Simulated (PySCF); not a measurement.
**Dipole response of Ti (titanium, neutral)**

[Ar] 3d2 4s2, high-spin 3F determinant. Computed with PySCF 2.14 in aug-cc-pVQZ-DK (9s8p6d4f3g2h, 140 functions), with the spin-free X2C one-electron Hamiltonian (Gaussian nucleus). Coupled (time-dependent) response in atomic units; α is the mean over directions.

```
method  mean α (bohr³)  C₆ (like pair)  S(−4)
 M06-L           94.63            1085   4159
```

S(−4) is the Cauchy moment in α(ω) = α(0) + S(−4) ω² + …

Reference α: 87 ± 10 bohr³ (recommended; Schwerdtfeger and Nagle, table of static dipole polarizabilities (2023 update)). Published C₆: 1044 (Chu and Dalgarno (2004); Tang, Norbeck and Certain (1976)).

α(iu) at M06-L:

```csv
u (hartree),α(iu) (bohr³)
0,94.63
0.0500,85.35
0.100,66.48
0.200,36.81
0.300,22.30
0.500,11.05
0.750,6.321
1.00,4.285
1.50,2.473
2.00,1.647
3.00,0.8919
5.00,0.3846
```

A single London oscillator, α(iu) = α/(1 + u²/ω²), gives C₆ = (3/4) ω α². Matching the computed C₆ needs ω = 4 × 1085 / (3 × 94.63²) = 0.162 hartree.
